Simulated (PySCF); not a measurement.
In(H)(Et)(OH) (C2H7InO), SMILES C[CH2][InH][OH]. Geometry: B3LYP-D3(BJ)/def2-SVP. The structure was generated by enumeration; whether it is a known compound was not checked. The def2 effective core potentials stand for the cores of In; spin–orbit coupling is left out. One conformer was computed; it need not be the lowest.

Give the equilibrium geometry at B3LYP-D3(BJ)/def2-SVP (PySCF confirms it by a frequency run) as a Z-matrix, and its point group. (An estimate is asked for; the answer gives what the named calculation found.)

One answer among several that fit: point group Cs.
```
C
H 1 1.1025
H 1 1.1025 2 106.23
C 1 1.5296 2 111.53 3 121.73
H 4 1.1025 1 111.95 2 60.59
H 4 1.1025 5 107.06 1 -123.04
H 4 1.1043 5 106.96 6 -114.37
In 1 2.1901 2 107.03 3 -114.09
O 8 2.0255 1 112.61 2 -123.22
H 9 0.9669 8 112.83 1 0.00
H 8 1.7256 9 110.07 10 180.00
```
